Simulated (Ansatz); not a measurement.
Ansatz (a program for electronic structure) input:

Ansatz 0.2 input:
```yaml
crystal:
  periodic: [false, false, false]
  atoms:
    - {symbol: Mg, position_ang: [0.00000000, 0.00000000, 0.00000000]}
    - {symbol: Cl, position_ang: [0.00000000, 0.00000000, 2.24671056]}
    - {symbol: Cl, position_ang: [-0.00000000, -0.00000000, -2.24671056]}
basis:
  gaussian:
    orbitals: def2-SVP
total_charge: 1
magnetization: {spin_polarized: true, initial_magnetization: 1}
correlation: {method: ccsd_t, electrons: outside_noble_gas}
```

Task: Which total energy does the run end on?

Result: -1118.31944 Eh (CCSD(T)/def2-SVP). The basis has 54 functions.
